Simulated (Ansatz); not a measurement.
The cluster Pd2H⁻ (the lowest singlet isomer of a short search). Charge -1, multiplicity 1. Geometry r2SCAN-D4/def2-TZVPD, basis def2-TZVPD, Ansatz.

Cartesian coordinates in Å:
```
Pd 0.217 -0.887 -1.512
Pd -0.689 -0.029 0.625
H 0.472 0.916 0.887
```

```
run  HOMO (eV)  LUMO (eV)
  A       0.68       2.18
  B       0.29       2.53
  C       0.77       2.20
  D       1.22       1.70
  E       1.01       1.47
  F       1.16       1.90
```

In the def2 sets Pd takes a core potential; there is no spin–orbit coupling. HSE06 is defined as in plane-wave codes, on full-range PBE exchange. The structure comes from a short search, and lower isomers may exist.

Question: The runs used HSE06, LDA (SPW92), PBE, PBE0, r2SCAN, r2SCANh. Estimate which is which.

Answer: A HSE06 (range-separated); B PBE0 (25 % exact exchange); C r2SCANh (10 % exact exchange); D PBE (0 % exact exchange); E LDA (SPW92) (0 % exact exchange); F r2SCAN (0 % exact exchange). Exact exchange lowers occupied and raises empty levels; among semilocal functionals meta-GGAs tend to open the gap a little, and such runs are hard to tell apart. The gap grows from 0.46 eV (LDA (SPW92)) to 2.23 eV (PBE0). At HSE06-D4/def2-TZVPD, PBE0-D4/def2-TZVPD, r2SCANh-D4/def2-TZVPD, PBE-D4/def2-TZVPD and others the highest occupied level of the charge -1 singlet lies above zero (up to 1.22 eV). By energy differences its removal costs 1.67 eV (vertical, to the charge 0 doublet, at PBE-D4/def2-TZVPD), and other spins of that charge weren't run; a positive level beside a positive removal energy at the same level points to self-interaction error. This restricted singlet of an open-shell metal (gap down to 0.46 eV) wasn't tested against broken symmetry.
